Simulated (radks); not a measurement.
Task: Spherical quantum dot in the effective-mass picture: electrons in a hard-walled sphere of radius 12, with a point charge +1 (a donor) at the centre, all in effective atomic units (hartree* = m*/eps^2 hartree, bohr* = eps/m* bohr), one dielectric constant everywhere. Method: non-relativistic Kohn-Sham, LDA (Slater exchange, Perdew-Wang correlation), spin-polarised, spherical densities; computed with a radial shooting solver with Libxc functionals. Levels are named by radial order and angular momentum (1s, 1p, 1d, 2s, ...), and open shells are averaged over m. Results are scaled to m* = 0.118 and eps = 9.5, for which hartree* = 35.58 meV and bohr* = 4.26 nm. At N = 6 the configuration is 1s2 1p(up 3, down 0) 2s(up 1, down 0). Does electron 7 go into 2s down or 1d up or 1p down?

Result: Into 1p down. The total energies of the other choices lie higher by 0.421 meV (1d up), 1.12 meV (2s down).
